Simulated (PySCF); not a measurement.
Coordinates in bohr (charge 1 multiplicity 1):
```
Te    0.0000    0.0000   -0.8473
Br    0.0000    0.0000    3.7077
Br    4.7864    0.0000   -1.1569
Br   -4.7864    0.0000   -1.1569
```

Computed with PBE0/[Te def2-TZVP with ECP28, Br def2-TZVP], scalar-relativistic core potentials, density fitting, no spin–orbit coupling, PySCF.

This geometry of [TeBr3]+ is a stationary point at this level.

(1) What is the point group?

(2) Is it a minimum?

(3) List the harmonic modes with their infrared intensities.

(4) Give the atomic charges and bond orders.

Answers

(1) C2v.

(2) No: it has 1 imaginary mode, at 139i cm⁻¹ (b1).

(3) 
| symmetry | ω (cm⁻¹) | IR (km/mol) | type |
| --- | --- | --- | --- |
| b1 | 139i | – | bend |
| a1 | 66 | 1.0 | bend |
| b2 | 105 | 0.2 | bend |
| a1 | 204 | 1.7 | stretch |
| b2 | 241 | 77.8 | stretch |
| a1 | 289 | 16.3 | stretch |

(4) 
| atom | Mulliken | Löwdin | polar tensor | Mayer order to Te1 |
| --- | --- | --- | --- | --- |
| Te1 | 0.88 | 0.52 | 1.65 | – |
| Br2 | 0.11 | 0.24 | -0.10 | 1.33 |
| Br3,4 | 0.00 | 0.12 | -0.28 | 1.23 |

Only a few start shapes were tried, so a lower isomer may exist. At this level a singlet minimum of C3v symmetry lies 168 kJ/mol below this structure.
